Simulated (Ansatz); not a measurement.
Input (CCSDT(Q)/cc-pVDZ; Ansatz, a first-principles code):

Ansatz 0.2 input:
```yaml
crystal:
  periodic: [false, false, false]
  atoms:
    - {symbol: B, position_ang: [0.07522157, 0.06601489, 0.00082859]}
    - {symbol: C, position_ang: [-1.16643240, -0.91186088, -0.07999127]}
    - {symbol: H, position_ang: [-0.89077364, -1.85547184, -0.56028243]}
    - {symbol: H, position_ang: [-2.01451726, -0.50189367, -0.63204144]}
    - {symbol: H, position_ang: [-1.52414765, -1.16688603, 0.92229324]}
    - {symbol: O, position_ang: [0.07931361, 1.32527234, -0.53083169]}
    - {symbol: H, position_ang: [-0.74572016, 1.55930657, -0.96205668]}
    - {symbol: O, position_ang: [1.24211620, -0.28998336, 0.62061818]}
    - {symbol: H, position_ang: [1.22620682, -1.17627593, 0.98960015]}
basis:
  gaussian:
    orbitals: cc-pVDZ
magnetization: {spin_polarized: false}
correlation: {method: ccsdt_q, electrons: outside_noble_gas}
```

Output:

```
Functional definition: HF
integrals: 0.09 GiB planned
1518 factors; integrals over basis functions are off by at most 1.7e-7 eV
mean field: 0.28 GiB planned
mean field evaluation 1: about -5855.4853 eV, gradient 4.3e1 eV
mean field evaluation 2: about -5855.4879 eV, gradient 4.3e1 eV
mean field evaluation 4: about -5859.2593 eV, gradient 3.3e0 eV
mean field evaluation 8: about -5859.2956 eV, gradient 1.3e-4 eV
mean field evaluation 16: about -5859.2925 eV, gradient 1.7e-1 eV
mean field -5859.29564836 eV, -215.3251435039 hartree, gradient 1.3e-6 eV, S^2 0.000000; 0 other end points of the search recorded, 0 dependent functions left out
4 core orbitals not correlated
reference -5859.29564836 eV, -215.3251435039 hartree; 12, 12 occupied and 65, 65 virtual orbitals, 1518 factors
second order -16.41642592 eV of doubles, -0.00000000 eV of singles
coupled cluster: 6.69 GiB planned
cycle   1  -16.83245196 eV  change   -4.2e-1 eV  update   1.0e-1
cycle   2  -17.43604476 eV  change   -6.0e-1 eV  update   4.3e-2
cycle   3  -17.77380784 eV  change   -3.4e-1 eV  update   2.1e-2
cycle   4  -17.73789131 eV  change    3.6e-2 eV  update   5.5e-3
cycle   5  -17.72579422 eV  change    1.2e-2 eV  update   2.8e-3
cycle   6  -17.72849191 eV  change   -2.7e-3 eV  update   9.6e-4
cycle   7  -17.72909638 eV  change   -6.0e-4 eV  update   3.3e-4
cycle   8  -17.72896628 eV  change    1.3e-4 eV  update   1.5e-4
cycle   9  -17.72889783 eV  change    6.8e-5 eV  update   4.4e-5
cycle  10  -17.72895497 eV  change   -5.7e-5 eV  update   2.0e-5
cycle  11  -17.72889202 eV  change    6.3e-5 eV  update   8.4e-6
cycle  12  -17.72889609 eV  change   -4.1e-6 eV  update   2.7e-6
cycle  13  -17.72889650 eV  change   -4.0e-7 eV  update   1.2e-6
perturbative correction -0.03905815 eV, -0.0014353604 hartree
Total energy: -5877.06360300 eV, -215.9781037936 hartree
```
